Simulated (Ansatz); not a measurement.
Ansatz results at the PBE0-D4/def2-TZVP geometry: HOMO energy (B3LYP/def2-TZVPP) -7.08 eV; LUMO energy (B3LYP/def2-TZVPP) -1.34 eV; size of the dipole moment (ωB97M-V/def2-TZVPP) 3.87 D.

Task: Which molecule gave them?
A. `[Al][I]`
B. `Cc1cncc(C)c1`
C. `O=C1CCC(=O)CC1`
D. `O=C1CCCC(=O)C1`

Result: D. The others give `[Al][I]`: -6.57, -2.06, 2.25; `O=C1CCC(=O)CC1`: -7.14, -1.09, 0.03; `Cc1cncc(C)c1`: -6.90, -0.94, 2.65.

B3LYP here is the variant with VWN-RPA as its local correlation; programs differ in this.
